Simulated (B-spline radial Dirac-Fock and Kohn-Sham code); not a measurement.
L1 edges in EELS at 60 kV and 20 mrad, Ag to Ta

These are calculated numbers from a B-spline atomic structure program; the model is the first Born approximation with generalised oscillator strengths from a Dirac-Hartree-Slater potential (longitudinal and transverse terms; continuum final states only, so no white lines or fine structure). Partial cross sections in barn for windows above the edge. Edges are tabulated values, any marked * orbital energies of the model.

```tsv
Z	element	edge (eV)	Δ = 50 eV	Δ = 100 eV	Δ = 200 eV
47	Ag	3806.0	1.50	2.93	5.56
48	Cd	4018.0	1.23	2.39	4.54
49	In	4238.0	0.994	1.94	3.70
53	I	5188.0	0.442	0.872	1.68
54	Xe	5453.0	0.363	0.718	1.39
57	La	6266.0	0.209	0.411	0.794
58	Ce	6548.0	0.175	0.344	0.666
60	Nd	7126.0	0.124	0.245	0.474
61	Pm	7428.0	0.105	0.207	0.401
64	Gd	8376.0	0.0636	0.126	0.244
65	Tb	8708.0	0.0543	0.107	0.209
66	Dy	9046.0	0.0464	0.0915	0.178
67	Ho	9394.0	0.0396	0.0782	0.153
72	Hf	11271.0	0.0182	0.0361	0.0708
73	Ta	11682.0	0.0156	0.0310	0.0608
```
